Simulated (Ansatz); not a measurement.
Consider the formal exchange of groups at the Si–C bond: `C=C[Si](N)(O)[SiH3]` + CH₄ → `C[Si](N)(O)[SiH3]` + `C=C`.

Computed with Ansatz on PBE0-D4/def2-TZVP structures; ΔE is electronic, products minus reactants. CBS: MP2 limit from def2 TZ/QZ plus the TZ coupled-cluster correction, frozen cores. This one scheme is used for every species. Functionals use def2-TZVPP. One conformer a species, not always the lowest.

```tsv
level	ΔE (kJ/mol)
PBE-D4	12.2
MP2/def2-QZVPP	13.2
```

Q: What does CCSD(T)/CBS give? (An estimate is asked.)

A: Ansatz gave: +10.4 kJ/mol. The listed levels differ from it by 1.8, 2.8 kJ/mol.

Largest T1 diagnostic among the species: 0.012.

In def2-TZVPP, CCSD(T) changes the Hartree–Fock value by +3.1 kJ/mol (the triples alone add +1.5 kJ/mol) and MP2 by +5.7 kJ/mol. The D4 term adds +4.5 kJ/mol with B3LYP and +2.6 kJ/mol with PBE0; it sums over pairs of atoms, weighted by their polarisabilities, and B3LYP, whose exchange is more repulsive, gets the larger term.

B3LYP here is the variant with VWN-RPA as its local correlation; programs differ in this.
